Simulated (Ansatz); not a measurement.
A nudged elastic band was laid between two geometries of C$_{2}$H$_{10}$AlNSi (15 atoms, charge 0, multiplicity 1).

Computed with RKS BLYP/def2-SVP (Ansatz).

| Item | Value |
| --- | --- |
| movable images | 7 |
| climbing image | yes |
| spring | 5.0 eV/Å² |
| optimiser | quadratic models (default) |
| start path | IDPP |
| force threshold | 0.05 eV/Å |
| iteration limit | 60 |
| end points | relaxed |

Initial state:

```xyz
15
Properties=species:S:1:pos:R:3
C -2.158 0.360 -0.787
Al -0.381 -0.485 -0.633
N 0.386 -1.186 -2.095
C 0.611 -0.597 1.079
Si 1.457 0.991 1.669
H -2.913 -0.176 -0.171
H -2.539 0.382 -1.830
H -2.140 1.407 -0.416
H -0.021 -1.170 -3.035
H 1.295 -1.656 -2.129
H 1.384 -1.394 1.011
H -0.101 -0.910 1.876
H 0.456 2.105 1.821
H 2.152 0.828 2.995
H 2.489 1.447 0.673
```

Final state:

```xyz
15
Properties=species:S:1:pos:R:3
C -2.213 0.250 -0.608
Al -0.463 -0.641 -0.408
N 0.069 -1.816 -1.654
C 0.755 -0.293 1.116
Si 1.657 1.374 1.111
H -2.766 -0.077 -1.513
H -2.096 1.354 -0.670
H -2.869 0.057 0.269
H 0.950 -2.337 -1.651
H -0.465 -2.063 -2.493
H 1.519 -1.099 1.176
H 0.162 -0.344 2.057
H 0.673 2.513 1.091
H 2.541 1.565 2.315
H 2.525 1.506 -0.111
```

Q: What changes between the two ends?

A: No bond is made or broken. The dihedral C1–Al2–N3–H10 goes from -179 to 1°.

Q: What energy profile does the band end with?

A: It converged. The highest image is number 4 of 0 to 8, 0.44 eV above the ends, which have the same energy within 2 meV. A vibrational analysis at the climbing image gives one clearly imaginary mode, 403i cm⁻¹: a first-order saddle point.

| image | path coordinate (Å) | energy (eV) | dihedral C1–Al2–N3–H10 (°) |
| --- | --- | --- | --- |
| 0 | 0.00 | 0.00 | -179 |
| 1 | 0.87 | 0.01 | -178 |
| 2 | 1.75 | 0.02 | -175 |
| 3 | 2.62 | 0.23 | -139 |
| 4 | 3.49 | 0.44 | -109 |
| 5 | 4.41 | 0.21 | -49 |
| 6 | 5.33 | 0.01 | -1 |
| 7 | 6.25 | 0.01 | 0 |
| 8 | 7.16 | 0.00 | 1 |

Q: What is the geometry of the highest image?

A: 
```xyz
15
Properties=species:S:1:pos:R:3:forces:R:3
C -2.360 -0.155 -0.416 0.00 0.00 0.00
Al -0.449 -0.639 -0.415 -0.01 -0.01 0.02
N 0.207 -1.543 -1.855 0.02 0.00 -0.02
C 0.698 -0.164 1.133 0.00 0.01 0.00
Si 1.625 1.484 1.009 0.00 0.00 0.00
H -2.987 -1.073 -0.476 0.00 0.00 0.00
H -2.610 0.438 -1.322 0.00 0.00 0.00
H -2.688 0.422 0.473 0.00 0.00 0.00
H 0.864 -1.103 -2.510 0.00 0.01 0.00
H 0.471 -2.533 -1.793 -0.01 0.00 0.01
H 1.462 -0.961 1.272 0.00 0.00 0.00
H 0.078 -0.126 2.057 0.00 0.00 0.00
H 0.658 2.633 0.903 0.00 0.00 0.00
H 2.516 1.752 2.192 0.00 0.00 0.00
H 2.492 1.517 -0.223 0.00 0.00 0.00
```

Q: What are the harmonic wavenumbers there?

A: 403i, 33, 66, 97, 99, 185, 215, 233, 285, 468, 470, 540, 587, 610, 656, 689, 700, 716, 783, 924, 934, 940, 956, 958, 1179, 1333, 1388, 1391, 1489, 2136, 2137, 2141, 2934, 2940, 3000, 3001, 3031, 3431, 3500 cm⁻¹.

Time of the run: 2.7 min on 2 threads of INTEL(R) XEON(R) PLATINUM 8581C CPU @ 2.30GHz (Emerald Rapids), on a shared host, peak memory 0.19 GiB.
